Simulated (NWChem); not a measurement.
System meant: C$_{2}$H$_{2}$Cl$_{2}$Si; SMILES C#C[SiH](Cl)Cl

NWChem input:

```
start job
memory heap 200 mb stack 900 mb global 1100 mb
geometry units angstroms noautoz
  Si     0.000096     0.015308     0.534446
  Cl     1.673398     0.942604    -0.213421
  Cl    -1.678306     0.933720    -0.212987
  C      0.004401    -1.727549     0.014299
  C      0.006897    -2.898590    -0.314723
  H     -0.000007     0.143232     2.007848
  H      0.009018    -3.933828    -0.609546
end
basis spherical
  * library def2-svp
end
dft
  xc pbe0
  iterations 4
  mulliken
end
task dft energy
```

End of the output:

```
    Atom       Charge   Shell Charges
 -----------   ------   -------------------------------------------------------
    1 Si  14    13.68   2.00  1.93  0.67  0.33  5.81  1.25  1.11  0.58
    2 Cl  17    17.04   2.00  1.96  1.05  0.79  5.82  2.26  3.14  0.02
    3 Cl  17    17.04   2.00  1.96  1.05  0.79  5.82  2.26  3.14  0.02
    4 C    6     6.22   1.97  0.67  0.37  1.84  1.33  0.05
    5 C    6     6.00   1.97  0.64  0.36  1.78  1.20  0.05
    6 H    1     1.08   0.64  0.41  0.03
    7 H    1     0.95   0.60  0.27  0.08

 center of mass
 --------------
 x =  -0.00017665 y =   0.08511191 z =  -0.02752139

 moments of inertia (a.u.)
 ------------------
         822.107147263892          -0.000000000000           0.000000000000
          -0.000000000000         761.282239275685           0.000000000000
           0.000000000000           0.000000000000        1463.681300187076

     Multipole analysis of the density
     ---------------------------------

     L   x y z        total         alpha         beta         nuclear
     -   - - -        -----         -----         ----         -------
     0   0 0 0     -0.000000    -31.000000    -31.000000     62.000000

     1   1 0 0      0.001474      0.000737      0.000737     -0.000000
     1   0 1 0     -0.723466     -0.361733     -0.361733     -0.000000
     1   0 0 1      0.203684      0.101842      0.101842      0.000000

     2   2 0 0    -38.649701   -189.823513   -189.823513    340.997326
     2   1 1 0     -0.014272      0.028528      0.028528     -0.071327
     2   1 0 1     -0.002700      0.003511      0.003511     -0.009722
     2   0 2 0    -31.122882   -218.635002   -218.635002    406.147121
     2   0 1 1      1.486998     -1.892659     -1.892659      5.272317
     2   0 0 2    -36.396984    -37.029603    -37.029603     37.662221

 ------------------------------------------------------------------------
 dft energy failed                                                                                  0
 ------------------------------------------------------------------------
 ------------------------------------------------------------------------
  current input line :
    20: task dft energy
 ------------------------------------------------------------------------
 ------------------------------------------------------------------------
 This type of error is most commonly associated with calculations not reaching convergence criteria
 ------------------------------------------------------------------------
 For more information see the NWChem manual at https://nwchemgit.github.io

0:dft energy failed:Received an Error in Communication
```

### Question
Find the fault in this run and fix the input.

### Answer
Convergence was not reached. Cause: the SCF was allowed too few iterations. This input runs:
```
start job
memory heap 200 mb stack 900 mb global 1100 mb
geometry units angstroms noautoz
  Si     0.000096     0.015308     0.534446
  Cl     1.673398     0.942604    -0.213421
  Cl    -1.678306     0.933720    -0.212987
  C      0.004401    -1.727549     0.014299
  C      0.006897    -2.898590    -0.314723
  H     -0.000007     0.143232     2.007848
  H      0.009018    -3.933828    -0.609546
end
basis spherical
  * library def2-svp
end
dft
  xc pbe0
  iterations 150
  mulliken
end
task dft energy
```
It converges to -1286.38687 Ha (PBE0/def2-SVP).
